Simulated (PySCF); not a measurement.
**He (helium, neutral) across methods**

1s2, closed-shell 1S. Computed with PySCF 2.14 in aug-cc-pVTZ with one added diffuse shell each of s, p, d type (5s4p3d, 32 functions), with the non-relativistic Hamiltonian (point nucleus).

| method | E (hartree) | mean ε 1s (eV) | Σ⟨r²⟩ (bohr²) | ⟨S²⟩ |
| --- | --- | --- | --- | --- |
| BP86 | -2.9058 | -15.883 | 2.487 | 0.000 |
| PBE | -2.8924 | -15.758 | 2.511 | 0.000 |
| PBE0 | -2.8947 | -18.217 | 2.461 | 0.000 |
| LDA | -2.8344 | -15.518 | 2.576 | 0.000 |
| CAM-B3LYP | -2.9009 | -19.956 | 2.503 | 0.000 |
| MN15 | -2.9192 | -19.411 | 2.445 | 0.000 |
| r2SCAN | -2.9045 | -16.534 | 2.442 | 0.000 |
| UHF | -2.86118 | -24.976 | 2.374 | 0.000 |
| TPSSh | -2.9086 | -17.230 | 2.424 | 0.000 |
